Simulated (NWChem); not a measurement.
System: SOF, doublet; SMILES O=[S]F

The following NWChem deck was run.

```
start job
memory heap 200 mb stack 700 mb global 900 mb
geometry units angstroms noautosym nocenter noautoz
  O     -0.561587     1.194981     0.000000
  S      0.452305     0.127630     0.000000
  F     -0.309655    -1.314118     0.000000
end
basis spherical
  * library def2-svp
end
dft
  odft
  mult 2
  xc b3lyp
  iterations 150
end
cosmo
  do_cosmo_smd true
  solvent water
end
task dft energy
```

In the optimisation the excess spin sits in a" (Cs, its own frame). Geometry: optimised at PBE0/def2-SVP, spin-unrestricted. No stability test was run on the SCF state. Solvent: water.

Level: B3LYP/def2-SVP with SMD (1 M gas to 1 M solution), gas-phase geometry. Reactions with the solvent are ignored.

Question: Give the results of this calculation. (B3LYP/def2-SVP, spin-unrestricted, SMD on the gas-phase geometry.) Quantities: solvation free energy (kcal/mol); cavity-dispersion-structure term (kcal/mol); dipole in solution (D).

Answer: 
```
Item                                         Value
-------------------------------------------  -----
solvation free energy (kcal/mol)              -1.9
cavity-dispersion-structure term (kcal/mol)    0.7
dipole in solution (D)                        2.25
```
